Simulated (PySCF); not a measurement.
Si(Cl)2(GeH3)(OH) (Cl₂GeH₄OSi), SMILES O[Si](Cl)(Cl)[GeH3].

Coordinates come from a ωB97X-D3(BJ)/def2-SVP optimisation. The structure was generated by enumeration, and PubChem lists no compound with its InChIKey, so it may never have been made. The values are those of a single conformer.

These are PBE/def2-TZVP (PySCF) values and carry that method's errors.

Symmetry labels are those of the subgroup Cs that the program uses (full group Cs).

Computed valence orbital energies around the gap with their symmetry:
| orbital | symmetry | energy (eV) |
|---|---|---|
| HOMO−7 | A' | -8.97 |
| HOMO−6 | A" | -8.74 |
| HOMO−5 | A' | -8.72 |
| HOMO−4 | A" | -8.60 |
| HOMO−3 | A' | -8.24 |
| HOMO−2 | A" | -7.93 |
| HOMO−1 | A" | -7.63 |
| HOMO | A' | -7.33 |
| LUMO | A' | -1.02 |
| LUMO+1 | A' | -0.80 |
| LUMO+2 | A" | -0.76 |
| LUMO+3 | A' | 0.15 |
